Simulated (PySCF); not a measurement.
SnCl₃, SMILES [Cl][Sn]([Cl])[Cl], multiplicity 2.

Geometry optimised at PBE0-D3(BJ)/def2-SVP. The spin state was assumed, not searched. The isomer is the one that the SMILES or the coordinates give; other isomers of the formula were not compared. The def2 effective core potentials stand for the cores of Sn; spin–orbit coupling is left out.

These are TDA-PBE/def2-SVPD in PySCF values and carry that method's errors.

Vertical excitations; the highest root listed may be one member of a degenerate set. The molecule is in vacuum.

Computed lowest excited states:
| state | energy (eV) | λ (nm) | f | main pairs |
|---|---|---|---|---|
| root 1 | 1.90 | 653 | 0.000 | β HOMO→LUMO 100 % |
| root 2 | 2.07 | 599 | 0.000 | β HOMO−1→LUMO (degenerate set) |
| root 3 | 2.07 | 599 | 0.000 | β HOMO−2→LUMO (degenerate set) |
| root 4 | 2.37 | 524 | 0.011 | β HOMO−3→LUMO (degenerate set) |
| root 5 | 2.37 | 524 | 0.011 | β HOMO−4→LUMO (degenerate set) |
| root 6 | 2.81 | 442 | 0.008 | β HOMO−5→LUMO 98 % |
| root 7 | 4.05 | 306 | 0.038 | β HOMO−6→LUMO (degenerate set) |
| root 8 | 4.05 | 306 | 0.038 | β HOMO−7→LUMO (degenerate set) |
| root 9 | 4.42 | 281 | 0.036 | α HOMO→LUMO 96 % |
| root 10 | 5.31 | 234 | 0.072 | α HOMO→LUMO+2 88 % |
Unrestricted roots are not spin-pure.
